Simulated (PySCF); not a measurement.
**Basis and Hamiltonian dependence of the ionisation energy of Be⁺**

Be⁺ [He] 2s1 (2S) → Be²⁺ 1s2 (1S). All values are computed (PySCF 2.14, energy differences of UHF-based or UKS calculations, no spin-orbit coupling). Values in eV.

| basis | Hamiltonian | functions | UHF | r2SCAN | PBE0 | CCSD(T) (valence and next inner shell) |
| --- | --- | --- | --- | --- | --- | --- |
| def2-SVP | non-relativistic | 9 | 17.855 | n/a | 18.211 | n/a |
| def2-TZVP | non-relativistic | 19 | 18.122 | n/a | 18.442 | n/a |
| def2-TZVPPD | non-relativistic | 22 | 18.122 | 18.171 | 18.442 | 18.160 |
| aug-cc-pCVDZ | non-relativistic | 27 | 18.117 | 18.171 | 18.446 | 18.148 |
| ANO-RCC-VTZP | spin-free X2C | 30 | 18.129 | 18.176 | 18.453 | 18.160 |
| cc-pVTZ | non-relativistic | 30 | 18.125 | 18.181 | 18.452 | n/a |
| x2c-QZVPPall | spin-free X2C | 36 | 18.130 | 18.183 | 18.459 | 18.176 |
| def2-QZVPPD | non-relativistic | 36 | 18.127 | 18.180 | 18.456 | 18.173 |
| dyall-av2z | non-relativistic | 42 | 18.121 | 18.176 | 18.449 | n/a |
| aug-cc-pVTZ-DK | spin-free X2C | 46 | 18.128 | 18.185 | 18.455 | n/a |
| cc-pVQZ | non-relativistic | 55 | 18.127 | 18.180 | 18.452 | n/a |
| aug-cc-pVTZ with one added diffuse shell each of s, p, d, f type | non-relativistic | 62 | 18.125 | 18.182 | 18.453 | n/a |
| dyall-acv3z | spin-free X2C | 76 | 18.130 | 18.191 | 18.460 | 18.204 |
| dyall-av3z | non-relativistic | 76 | 18.127 | 18.188 | 18.457 | n/a |

Frozen in the all-electron rows: valence: 1s2; valence and next inner shell: nothing.

Reference for a calculation without spin-orbit coupling: 18.211 eV (measured, between term centres; NIST).
